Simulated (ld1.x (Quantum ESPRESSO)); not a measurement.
# Cl: variants of one TM potential

Base potential:

```json
{
  "Element": "Cl",
  "Generator": "ld1.x (Quantum ESPRESSO) 7.5",
  "Type": "norm-conserving Troullier–Martins (Kleinman–Bylander form)",
  "Functional": "PBE",
  "Relativity": "non-relativistic",
  "Frozen core": "[He]",
  "Valence charge": "15",
  "Reference configuration": "2s2 2p6 3s1.5 3p5.5",
  "Partial waves": "2s (bound): rc 0.45 bohr; 2p (bound): rc 0.40 bohr; 3d channel at 0.45 Ry: rc 0.45 bohr",
  "Local potential": "the d channel",
  "Core correction": "none"
}
```

Occupied shells without a wave of their own: 3p, 3s. They enter only through the test configuration that unscreens the potential.

All-electron outer shells of the reference configuration (PBE, non-relativistic, ld1.x):

```json
{"shell": "1s", "level (eV)": "-2741.17", "outermost node (bohr)": "–", "outermost maximum (bohr)": "0.06"}
{"shell": "2s", "level (eV)": "-251.65", "outermost node (bohr)": "0.12", "outermost maximum (bohr)": "0.36"}
{"shell": "2p", "level (eV)": "-192.24", "outermost node (bohr)": "–", "outermost maximum (bohr)": "0.30"}
{"shell": "3s", "level (eV)": "-20.85", "outermost node (bohr)": "0.56", "outermost maximum (bohr)": "1.29"}
{"shell": "3p", "level (eV)": "-8.88", "outermost node (bohr)": "0.53", "outermost maximum (bohr)": "1.43"}
```

Cutoffs, loose and tight: the cutoffs (Ry, on a coarse ladder) from which the occupation-weighted sum of valence levels, in a spherical-Bessel basis at the reference potential, stays within 10 and 1 mRy of its value at 400 Ry. They do not see the model core or the augmentation charge, which bear on the density cutoff. Test errors are all-electron minus pseudo excitation energies from the reference, over the configurations 2s2 2p6 3s2 3p5; 2s2 2p6 3s2 3p4; 2s2 2p6 3s2 3p3; 2s2 2p6 3s2 3p2; 2s2 2p6 3s2 3p4.5; 2s2 2p6 3s1 3p5; 2s2 2p6 3s2 3p5.3. A dash means not determined; rows that change the core or the reference have their own tests.

Cutoffs are not given where the Bessel-basis levels miss the radial ones by over 6 mRy, ghosts where they miss by over 20 mRy; a channel whose overlap is not positive is not tested.

```tsv
change	outcome	bound ghosts	largest test error (meV)
base	generated, misses its reference levels by 0.16 eV	not determined	+192
wave 2p (bound): rc 0.40 bohr becomes 2p (bound): rc 0.26 bohr	generated, misses its reference levels by 0.16 eV	not determined	-92
wave 2p (bound): rc 0.40 bohr becomes 2p (bound): rc 0.28 bohr	generated, misses its reference levels by 0.16 eV	not determined	-92
wave 2p (bound): rc 0.40 bohr becomes 2p (bound): rc 0.34 bohr	generated, misses its reference levels by 0.16 eV	not determined	+117
wave 2p (bound): rc 0.40 bohr becomes 2p (bound): rc 0.38 bohr	generated, misses its reference levels by 0.16 eV	not determined	+164
wave 2p (bound): rc 0.40 bohr becomes 2p (bound): rc 0.42 bohr	generated, misses its reference levels by 0.16 eV	not determined	+231
wave 2p (bound): rc 0.40 bohr becomes 2p (bound): rc 0.46 bohr	generated, misses its reference levels by 0.16 eV	not determined	+312
wave 2p (bound): rc 0.40 bohr becomes 2p (bound): rc 0.50 bohr	generated, misses its reference levels by 0.16 eV	not determined	+476
wave 2p (bound): rc 0.40 bohr becomes 2p (bound): rc 0.52 bohr	generated, misses its reference levels by 0.16 eV	not determined	+533
wave 2p (bound): rc 0.40 bohr becomes 2p (bound): rc 0.56 bohr	generated, misses its reference levels by 0.16 eV	none	+742
wave 2p (bound): rc 0.40 bohr becomes 2p (bound): rc 0.60 bohr	generated, misses its reference levels by 0.16 eV	none	+1037
```
